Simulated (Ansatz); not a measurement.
Geometry optimisation, RKS BLYP-D4/def2-SVP in Ansatz.

Input:

```yaml
crystal:
  periodic: [false, false, false]
  atoms:
    - { symbol: Hf, position_ang: [0.0, 0.0, 0.0] }
    - { symbol: O, position_ang: [0.0, 0.0, 2.42] }
    - { symbol: H, position_ang: [-0.9095, -0.2814, 2.7571] }
    - { symbol: F, position_ang: [1.8671, 0.0, -0.6593] }
    - { symbol: Cl, position_ang: [-1.1869, 2.0563, -0.8392] }
    - { symbol: F, position_ang: [-0.9326, -1.6157, -0.6593] }
    - { symbol: H, position_ang: [0.806, 1.8744, 0.6779] }
    - { symbol: H, position_ang: [0.6066, 1.4107, 1.7004] }
basis:
  gaussian: { orbitals: def2-SVP }
hamiltonian:
  xc: blyp
  dispersion: d4
relax:
  f_tol: 0.15
  max_steps: 25
  restrain:
    - { distance: [0, 6], at: 3.05, k: 30.0 }
    - { distance: [7, 1], at: 2.21, k: 30.0 }
    - { distance: [0, 1], at: 2.07, k: 30.0 }
    - { distance: [7, 6], at: 0.66, k: 30.0 }
```

Run as:

```bash
$ ansatz run input.yaml --threads 2 --pin off --max-ram 3072MiB --backend cpu --events-out ev --progress --plain --runs-dir out
```

Problem. Where does it end, and by what steps?

Solution. The forces met the threshold. The restraints hold the end off the free minimum. After 7 steps the energy has fallen by 2.583 eV (the restraints' own energy left out); H7 moved furthest, 0.84 Å. Parted: Hf1–H7 (2.15 → 3.05 Å), Hf1–H8 (2.29 → 2.79 Å). Joined: H7–H8 (1.14 → 0.72 Å).

```json
{"step": "0", "energy less start (eV)": "0.0000", "largest force component (eV/Å)": "3.353", "accepted": "yes"}
{"step": "1", "energy less start (eV)": "-0.8857", "largest force component (eV/Å)": "3.483", "accepted": "yes"}
{"step": "2", "energy less start (eV)": "-1.4950", "largest force component (eV/Å)": "4.962", "accepted": "yes"}
{"step": "3", "energy less start (eV)": "-2.1675", "largest force component (eV/Å)": "3.131", "accepted": "yes"}
{"step": "4", "energy less start (eV)": "-2.5178", "largest force component (eV/Å)": "1.826", "accepted": "yes"}
{"step": "5", "energy less start (eV)": "-2.5533", "largest force component (eV/Å)": "1.647", "accepted": "yes"}
{"step": "6", "energy less start (eV)": "-2.5634", "largest force component (eV/Å)": "1.579", "accepted": "yes"}
{"step": "7", "energy less start (eV)": "-2.5833", "largest force component (eV/Å)": "1.461", "accepted": "yes"}
```

```xyz
8
Properties=species:S:1:pos:R:3
Hf -0.142 -0.086 -0.016
O -0.277 -0.009 2.000
H -0.756 -0.489 2.699
F 1.684 -0.159 -0.615
Cl -1.351 1.694 -1.028
F -0.983 -1.700 -0.617
H 1.195 2.334 1.265
H 0.882 1.859 1.710
```

Time of the run: 27 s on 2 threads of Arm Neoverse V1 (shared host), peak memory 0.21 GiB.
